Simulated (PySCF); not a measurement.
Ligands exchanged one at a time, In H-CH3. Isolated molecules, 0 K electronic values unless said otherwise. Strings in code marks are SMILES.

The HOMO–LUMO gap from two functionals at the same geometries (PBE0-D4/def2-TZVP), both in PySCF: PBE-D3(BJ)/def2-TZVP and PBE0-D4/def2-TZVP. 

```csv
species,PBE-D3(BJ)/def2-TZVP (eV),PBE0-D4/def2-TZVP (eV)
0 of 3 H replaced by CH3 (`[InH3]`),4.35,6.28
1 of 3 H replaced by CH3 (`[CH3][InH2]`),4.14,6.02
2 of 3 H replaced by CH3 (`[InH]([CH3])[CH3]`),4.13,6.00
3 of 3 H replaced by CH3,4.28,6.16
```

Over these rows, drawn at random from the members with no instability flagged (it was tested for open shells, ions and some series alone), PBE minus PBE0-D4: mean -1.89 eV, from -1.92 eV to -1.87 eV.
